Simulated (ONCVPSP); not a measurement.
## boron: one change to an ONCV potential, before and after

| Quantity | Value |
| --- | --- |
| Element | boron (B) |
| Generator | ONCVPSP 4.0.1 |
| Type | optimised norm-conserving Vanderbilt (ONCV) |
| Functional | LDA (Perdew-Wang 92) |
| Relativity | scalar-relativistic |
| Frozen core | [He] |
| Valence charge | 3 |
| Reference configuration | 2s2 2p1 |
| Partial waves | 2s: rc 1.50 bohr, ncon 3, nbas 7, qcut 5.1 1/bohr, 3 projectors, debl 1.8 Ha; 2p: rc 2.60 bohr, ncon 4, nbas 9, qcut 5.5 1/bohr, 3 projectors, debl 0.7 Ha |
| Local potential | polynomial inside 1.20 bohr (lpopt 3, dvloc0 1 Ha) |
| Core correction | polynomial model core, fcfact 0.65 |

All-electron outer shells of the reference configuration (LDA (PZ), scalar-relativistic, ld1.x):

```tsv
shell	level (eV)	outermost node (bohr)	outermost maximum (bohr)
1s	-178.66	–	0.21
2s	-9.39	0.46	1.52
2p	-3.72	–	1.55
```

Change: p: rc 2.28.

Cutoffs: the cutoffs (Ha) at which the residual kinetic energy of the hardest occupied pseudo-wave falls to 1 and 0.1 mHa per electron; they do not see the model core or the augmentation charge, which bear on the density cutoff. Errors are all-electron minus pseudo energies relative to the spin-unpolarised reference configuration.

What does the change do?

The potential gets neither clearly harder nor softer (9.7 Ha and 14 Ha → 9.7 Ha and 14 Ha); of the 4 tests that both files solve, the error grows in 0 and shrinks in 4 by more than 15 % and 0.3 meV (median size 26.1 → 17.6 meV); neither file shows a bound ghost. Less of the atom is replaced, so other configurations are described better.

```tsv
quantity	base	changed
cutoff, loose	9.7 Ha	9.7 Ha
cutoff, tight	14 Ha	14 Ha
loose cutoff by channel	s 9.7 Ha, p 8.6 Ha	s 9.7 Ha, p 9.6 Ha
bound ghosts	none	none
GHOST(+) flags under 300 eV	none	none
error for 2s2 2p0, meV [ΔE 8.32 eV]	+44	+31
error for 2s1 2p0, meV [ΔE 33.62 eV]	+137	+100
error for 2s2 2p0.5, meV [ΔE 2.94 eV]	+6.5	+4.4
error for 2s0 2p3, meV [ΔE 11.40 eV]	-8.4	+2.0
s: phases at 1.52 bohr within 0.05 rad from the reference energy up to (Ha; the scan ends near 5)	to the end of the scan	to the end of the scan
rms error of d²Exc/dni dnj with the model core, mHa	1.02	0.96
```
